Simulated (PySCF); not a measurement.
A species of formula C4H7NSi has this rotational fingerprint, computed with PBE0-D3(BJ)/def2-SVP geometry optimisation, gas phase in PySCF:

* Rotational constants: A = 4404, B = 2141, C = 1655 MHz
* Dipole components: |μa| = 3.15 D, |μb| = 2.04 D, |μc| = 0.02 D
* Inertial defect: -45.46 u·Å²
* κ: -0.65

Problem. Which structure is it? (One computed conformer of each.)
A. `[N:1]#[C:2][SiH:3]1[CH2:4][CH2:5][CH2:6]1` with C2–Si3–C4–C5 -133°, Si3–C4–C5–C6 21°, C4–C5–C6–Si3 -21°, C2–Si3–C6–C5 133°
B. `[SiH3]n1cccc1`
C. `[N:1]#[C:2][SiH2:3][CH:4]1[CH2:5][CH2:6]1` with C2–Si3–C4–C5 38° (cyclopropyl cyanosilane)
D. `[CH:1]#[C:2][Si@@H:3]([CH3:4])[N:5]=[CH2:6]` with C2–Si3–N5–C6 118°

Solution. C. It is N#C[SiH2]C1CC1, an asymmetric top. The candidates at the same level (rigid rotor, commonest isotopes):

```json
{"SMILES": "N#C[SiH2]C1CC1", "A (MHz)": "4404", "B (MHz)": "2141", "C (MHz)": "1655", "μa (D)": "3.15", "μb (D)": "2.04", "μc (D)": "0.02", "Δ (u·Å²)": "-45.46", "point group": "near Cs", "rotor": "asymmetric top"}
{"SMILES": "N#C[SiH]1CCC1", "A (MHz)": "6974", "B (MHz)": "1751", "C (MHz)": "1617", "μa (D)": "3.77", "μb (D)": "0.00", "μc (D)": "0.64", "Δ (u·Å²)": "-48.51", "point group": "Cs", "rotor": "near-prolate asymmetric top"}
{"SMILES": "[SiH3]n1cccc1", "A (MHz)": "8281", "B (MHz)": "2075", "C (MHz)": "1693", "μa (D)": "1.41", "μb (D)": "0.00", "μc (D)": "0.01", "Δ (u·Å²)": "-6.12", "point group": "–", "rotor": "asymmetric top"}
{"SMILES": "C#C[Si@@H](C)N=C", "A (MHz)": "3834", "B (MHz)": "2090", "C (MHz)": "1478", "μa (D)": "0.35", "μb (D)": "0.14", "μc (D)": "0.73", "Δ (u·Å²)": "-31.61", "point group": "C1", "rotor": "asymmetric top"}
```

`N#C[SiH]1CCC1` has A 58 % too high; `[SiH3]n1cccc1` has A 88 % too high; `C#C[Si@@H](C)N=C` has A 13 % too low. No structure here is proved a minimum.
